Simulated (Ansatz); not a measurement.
Ansatz (a quantum-chemistry and plane-wave program) job for C4H4O, SMILES c1ccoc1, B3LYP-D3(BJ)/def2-SVP. 

Ansatz 0.2 input:
```yaml
crystal:
  periodic: [false, false, false]
  atoms:
    - {symbol: C, position_ang: [0.00000000, 0.70850132, -0.95563483]}
    - {symbol: C, position_ang: [-0.00000000, -0.70850116, -0.95563494]}
    - {symbol: C, position_ang: [-0.00000000, -1.07936065, 0.35242587]}
    - {symbol: O, position_ang: [0.00000000, -0.00000010, 1.15093202]}
    - {symbol: C, position_ang: [-0.00000000, 1.07936059, 0.35242605]}
    - {symbol: H, position_ang: [0.00000000, 1.35354218, -1.81004239]}
    - {symbol: H, position_ang: [0.00000000, -1.35354187, -1.81004262]}
    - {symbol: H, position_ang: [0.00000000, -2.04117009, 0.82556778]}
    - {symbol: H, position_ang: [-0.00000001, 2.04116996, 0.82556813]}
basis:
  gaussian:
    orbitals: def2-SVP
hamiltonian:
  xc: b3lyp
  dispersion: d3bj
relax: {f_tol: 0.002, max_steps: 200}
```

Output:

```
WARN ansatz: RAYON_NUM_THREADS=1 ignored (pool sized by the plan → 1); use --threads N
Functional definition: B3LYP
integrals: 0.04 GiB planned
1030 factors; integrals over basis functions are off by at most 2.9e-4 eV
mean field: 0.32 GiB planned
mean field evaluation 1: about -6249.1454 eV, gradient 4.6e1 eV
mean field evaluation 2: about -6247.3408 eV, gradient 5.3e1 eV
mean field evaluation 4: about -6254.5863 eV, gradient 4.2e0 eV
mean field evaluation 8: about -6254.6605 eV, gradient 3.2e-2 eV
mean field -6254.66051580 eV, -229.8545343946 hartree, gradient 1.7e-5 eV, S^2 0.000000; 0 other end points of the search recorded, 0 dependent functions left out
the calculation of the forces begins
reference -6254.66071678 eV, -229.8545417805 hartree; 18, 18 occupied and 72, 72 virtual orbitals, 1030 factors
relax step   1: F+E_penalty+E_count = -6254.95990751 eV  Δ(F+E_penalty+E_count) = +0.000e0 eV  max|allowed force component| = 5.549e-1 eV/Å  Δτ_max = 0.0000 Å  (27 SCF iters, accepted)
these checks for a lower state are left out or cut short: starts, cluster_reference, orbital_swaps, neighbouring_geometries, increment
integrals: 0.04 GiB planned
1030 factors; integrals over basis functions are off by at most 2.9e-4 eV
mean field: 0.32 GiB planned
mean field evaluation 16: about -6254.6547 eV, gradient 1.5e0 eV
mean field -6254.69873859 eV, -229.8559390561 hartree, gradient 2.4e-5 eV, S^2 0.000000; 0 other end points of the search recorded, 0 dependent functions left out
the calculation of the forces begins
reference -6254.69894164 eV, -229.8559465182 hartree; 18, 18 occupied and 72, 72 virtual orbitals, 1030 factors
relax step   2: F+E_penalty+E_count = -6254.99921024 eV  Δ(F+E_penalty+E_count) = -3.930e-2 eV  max|allowed force component| = 3.225e-1 eV/Å  Δτ_max = 0.0214 Å  (32 SCF iters, accepted)
these checks for a lower state are left out or cut short: starts, cluster_reference, orbital_swaps, neighbouring_geometries, increment
integrals: 0.04 GiB planned
1030 factors; integrals over basis functions are off by at most 2.9e-4 eV
mean field: 0.32 GiB planned
mean field -6254.70310740 eV, -229.8560996070 hartree, gradient 2.4e-5 eV, S^2 0.000000; 0 other end points of the search recorded, 0 dependent functions left out
the calculation of the forces begins
reference -6254.70331123 eV, -229.8561070975 hartree; 18, 18 occupied and 72, 72 virtual orbitals, 1030 factors
relax step   3: F+E_penalty+E_count = -6255.00395352 eV  Δ(F+E_penalty+E_count) = -4.743e-3 eV  max|allowed force component| = 1.051e-1 eV/Å  Δτ_max = 0.0092 Å  (32 SCF iters, accepted)
these checks for a lower state are left out or cut short: starts, cluster_reference, orbital_swaps, neighbouring_geometries, increment
integrals: 0.04 GiB planned
1030 factors; integrals over basis functions are off by at most 2.9e-4 eV
mean field: 0.32 GiB planned
mean field evaluation 32: about -6254.6649 eV, gradient 2.1e-1 eV
mean field -6254.70340194 eV, -229.8561104309 hartree, gradient 1.9e-5 eV, S^2 0.000000; 0 other end points of the search recorded, 0 dependent functions left out
the calculation of the forces begins
reference -6254.70360580 eV, -229.8561179229 hartree; 18, 18 occupied and 72, 72 virtual orbitals, 1030 factors
relax step   4: F+E_penalty+E_count = -6255.00427663 eV  Δ(F+E_penalty+E_count) = -3.231e-4 eV  max|allowed force component| = 3.209e-2 eV/Å  Δτ_max = 0.0028 Å  (25 SCF iters, accepted)
these checks for a lower state are left out or cut short: starts, cluster_reference, orbital_swaps, neighbouring_geometries, increment
integrals: 0.04 GiB planned
1030 factors; integrals over basis functions are off by at most 2.9e-4 eV
mean field: 0.32 GiB planned
mean field -6254.70340462 eV, -229.8561105294 hartree, gradient 6.5e-5 eV, S^2 0.000000; 0 other end points of the search recorded, 0 dependent functions left out
the calculation of the forces begins
reference -6254.70360848 eV, -229.8561180212 hartree; 18, 18 occupied and 72, 72 virtual orbitals, 1030 factors
relax step   5: F+E_penalty+E_count = -6255.00432003 eV  Δ(F+E_penalty+E_count) = -4.340e-5 eV  max|allowed force component| = 2.397e-2 eV/Å  Δτ_max = 0.0028 Å  (22 SCF iters, accepted)
these checks for a lower state are left out or cut short: starts, cluster_reference, orbital_swaps, neighbouring_geometries, increment
integrals: 0.04 GiB planned
1030 factors; integrals over basis functions are off by at most 2.9e-4 eV
mean field: 0.32 GiB planned
mean field -6254.70346670 eV, -229.8561128108 hartree, gradient 2.9e-5 eV, S^2 0.000000; 0 other end points of the search recorded, 0 dependent functions left out
the calculation of the forces begins
reference -6254.70367055 eV, -229.8561203023 hartree; 18, 18 occupied and 72, 72 virtual orbitals, 1030 factors
relax step   6: F+E_penalty+E_count = -6255.00433725 eV  Δ(F+E_penalty+E_count) = -1.722e-5 eV  max|allowed force component| = 4.686e-3 eV/Å  Δτ_max = 0.0008 Å  (21 SCF iters, accepted)
these checks for a lower state are left out or cut short: starts, cluster_reference, orbital_swaps, neighbouring_geometries, increment
integrals: 0.04 GiB planned
1030 factors; integrals over basis functions are off by at most 2.9e-4 eV
mean field: 0.32 GiB planned
mean field -6254.70345801 eV, -229.8561124914 hartree, gradient 2.2e-5 eV, S^2 0.000000; 0 other end points of the search recorded, 0 dependent functions left out
the calculation of the forces begins
reference -6254.70366186 eV, -229.8561199830 hartree; 18, 18 occupied and 72, 72 virtual orbitals, 1030 factors
relax step   7: F+E_penalty+E_count = -6255.00433829 eV  Δ(F+E_penalty+E_count) = -1.046e-6 eV  max|allowed force component| = 5.775e-4 eV/Å  Δτ_max = 0.0001 Å  (20 SCF iters, accepted)
integrals: 0.04 GiB planned
1030 factors; integrals over basis functions are off by at most 2.9e-4 eV
mean field: 0.32 GiB planned
mean field evaluation 64: about -6254.7035 eV, gradient 5.2e-3 eV
mean field -6254.70345801 eV, -229.8561124914 hartree, gradient 2.2e-5 eV, S^2 0.000000; 1 other end points of the search recorded, 0 dependent functions left out
the calculation of the forces begins
reference -6254.70366186 eV, -229.8561199830 hartree; 18, 18 occupied and 72, 72 virtual orbitals, 1030 factors
Total energy: -6255.00454215 eV, -229.8671771296 hartree
Atom 0 at     0.000000     0.718304    -0.963319 Å, force    -0.000000    -0.000578    -0.000551 eV/Å
Atom 1 at     0.000000    -0.718304    -0.963319 Å, force     0.000000     0.000578    -0.000551 eV/Å
Atom 2 at     0.000000    -1.093981     0.349782 Å, force    -0.000000    -0.000556     0.000032 eV/Å
Atom 3 at     0.000000    -0.000000     1.152982 Å, force    -0.000000     0.000000     0.000272 eV/Å
Atom 4 at     0.000000     1.093981     0.349782 Å, force    -0.000000     0.000556     0.000032 eV/Å
Atom 5 at    -0.000000     1.379333    -1.827244 Å, force     0.000000    -0.000274     0.000303 eV/Å
Atom 6 at    -0.000000    -1.379333    -1.827244 Å, force    -0.000000     0.000274     0.000303 eV/Å
Atom 7 at    -0.000000    -2.057644     0.852072 Å, force     0.000000    -0.000223     0.000080 eV/Å
Atom 8 at    -0.000000     2.057644     0.852072 Å, force     0.000000     0.000223     0.000080 eV/Å
Dipole moment:     0.000000    -0.000000    -0.114438 e Å
```

The run converged.
